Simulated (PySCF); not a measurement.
Sn(H)(OH) (H2OSn), SMILES [OH][SnH] (connectivity only; charge and spin as stated), neutral, multiplicity 1.

Geometry optimised at B3LYP-D3(BJ)/def2-TZVP. The def2 effective core potentials stand for the cores of Sn; spin–orbit coupling is left out.

The numbers are results of r2SCAN/def2-TZVPD run with PySCF, not measurements.

Symmetry labels are those of the subgroup Cs that the program uses (full group Cs).

Computed valence orbital energies around the gap with their symmetry:
```tsv
orbital	symmetry	energy (eV)
HOMO−7	A"	-26.27
HOMO−6	A'	-26.06
HOMO−5	A'	-24.65
HOMO−4	A'	-12.74
HOMO−3	A'	-10.64
HOMO−2	A"	-7.66
HOMO−1	A'	-7.64
HOMO	A'	-6.13
LUMO	A"	-3.11
LUMO+1	A'	-0.91
LUMO+2	A'	0.53
LUMO+3	A'	0.98
```
